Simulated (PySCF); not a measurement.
GeH7NSi. Atoms are numbered in the order given.

```xyz
10

Si     0.6000    -1.1813     0.0000
N     -0.7051    -2.3297     0.0000
Ge    -0.0915     1.1110     0.0000
H      1.4278    -1.4218     1.2214
H      1.4278    -1.4218    -1.2214
H     -1.2837    -2.3994     0.8307
H     -1.2837    -2.3994    -0.8307
H     -0.9584     1.4175     1.2407
H      1.0926     2.1007     0.0000
H     -0.9584     1.4175    -1.2407
```

Geometry optimised at PBE0-D3(BJ)/def2-SVP. The structure was generated by enumeration, and PubChem lists no compound with its InChIKey, so it may never have been made. The values are those of a single conformer.

Level of theory: r2SCAN/def2-TZVPD in PySCF.

Mulliken values depend strongly on the basis, most of all with diffuse functions as here. ESP charges are fitted to the potential on shells at 1.4 to 2.0 van der Waals radii. Atomic charges (e):

```
atom  Mulliken    IAO  ESP fit
----  --------  -----  -------
Si1       0.20   0.68     0.58
N2       -0.52  -0.86    -0.96
Ge3      -0.13   0.10    -0.18
H4       -0.05  -0.13    -0.10
H5       -0.05  -0.13    -0.10
H6        0.22   0.27     0.38
H7        0.22   0.27     0.38
H8        0.04  -0.07     0.00
H9        0.03  -0.07     0.00
H10       0.04  -0.07     0.00
```
